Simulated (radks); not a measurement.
Q: The mean radii <r> (bohr) of the occupied orbitals of an atom or ion are listed with their occupations. All-electron calculation, non-relativistic Kohn-Sham, PBE, spin-polarised, spherical densities, point nucleus. Program: a radial shooting solver on a logarithmic mesh with Libxc functionals.

orbital  occ.      <r>
1s up       1  0.03171
1s down     1  0.03171
2s up       1   0.1373
2s down     1   0.1373
2p up       3   0.1173
2p down     3   0.1173
3s up       1   0.3712
3s down     1   0.3712
3p up       3   0.3628
3p down     3   0.3628
3d up       5   0.3346
3d down     5   0.3346
4s up       1   0.9103
4s down     1   0.9098
4p up       3   0.9744
4p down     3   0.9732
4d up       5    1.265
4d down     5    1.253
5s up       1    2.750

Name the element and its charge. Open shells, if any, are filled with parallel spins first.

A: Z = 48, cadmium, charge +1: Cd+ in [Kr] 4d10 5s1. The 1s radius gives Z: for a bare nucleus <r> = 1.5/Z, 0.03125 bohr for Z = 48, and screening makes it slightly larger (0.03171 here). The occupations add up to 47, and the charge is Z minus that.
